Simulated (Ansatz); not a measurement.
`C[SiH2]C[SiH2]O` + `C=C(O)F` → `C=C(F)O[SiH2]C` + `C[SiH2]O`  (ligand exchange at the Si–C bond)

Gas-phase electronic energies from Ansatz, PBE0-D4/def2-TZVP geometries. CBS: MP2 limit from def2 TZ/QZ plus the TZ coupled-cluster correction, frozen cores. This one scheme is used for every species. Functionals use def2-TZVPP. Each species was taken in one conformer, which may not be the lowest.

`C[SiH2]C[SiH2]O`:

```xyz
15

C    -0.171    0.940    1.996
Si    0.506    1.388    0.311
C     0.768   -0.130   -0.762
Si   -0.753   -1.161   -1.061
O    -0.536   -2.318   -2.218
H     0.496    0.245    2.513
H    -0.277    1.831    2.619
H    -1.152    0.466    1.916
H     1.802    2.108    0.471
H    -0.438    2.311   -0.381
H     1.156    0.203   -1.732
H     1.544   -0.751   -0.300
H    -1.164   -1.790    0.228
H    -1.860   -0.316   -1.570
H     0.079   -3.027   -2.031
```

`C=C(O)F`:

Z-matrix (Å, degrees):
```
C
C 1 1.320
H 1 1.078 2 119.7
H 1 1.079 2 119.7 3 180.0
O 2 1.334 1 126.3 3 -179.9
F 2 1.338 1 122.1 3 0.0
H 5 0.963 2 108.9 1 -179.7
```

`C=C(F)O[SiH2]C`:

Cartesian coordinates in Å:
```
C -0.977 1.879 -1.766
C -0.546 0.805 -1.127
F 0.359 -0.016 -1.689
O -0.908 0.401 0.077
Si -0.400 -0.979 0.887
C 1.405 -0.902 1.305
H -1.706 2.521 -1.296
H -0.601 2.105 -2.751
H -1.245 -0.962 2.104
H -0.717 -2.173 0.066
H 1.636 -0.002 1.879
H 2.018 -0.906 0.401
H 1.683 -1.770 1.909
```

`C[SiH2]O`:

Cartesian coordinates in Å:
```
C 0.382 -1.034 -0.402
Si -0.547 0.393 0.356
O 0.430 1.684 0.682
H -0.291 -1.882 -0.558
H 1.195 -1.361 0.250
H 0.807 -0.764 -1.372
H -1.119 0.005 1.669
H -1.651 0.794 -0.564
H 0.794 2.166 -0.061
```

| level | ΔE (kJ/mol) |
| --- | --- |
| PBE | -81.2 |
| MP2/def2-TZVPP | -90.8 |

**Question.** What does CCSD(T)/CBS give? (An estimate is asked.)

**Answer.** Ansatz gave: -89.4 kJ/mol. The listed levels differ from it by 8.2, -1.4 kJ/mol.

Largest T1 diagnostic among the species: 0.012.

The D4 term adds +3.8 kJ/mol with B3LYP and +2.2 kJ/mol with PBE0; it sums over pairs of atoms, weighted by their polarisabilities, and B3LYP, whose exchange is more repulsive, gets the larger term. In def2-TZVPP, CCSD(T) changes the Hartree–Fock value by +18.9 kJ/mol (the triples alone add +2.4 kJ/mol) and MP2 by +18.1 kJ/mol.

B3LYP here is the variant with VWN-RPA as its local correlation; programs differ in this.
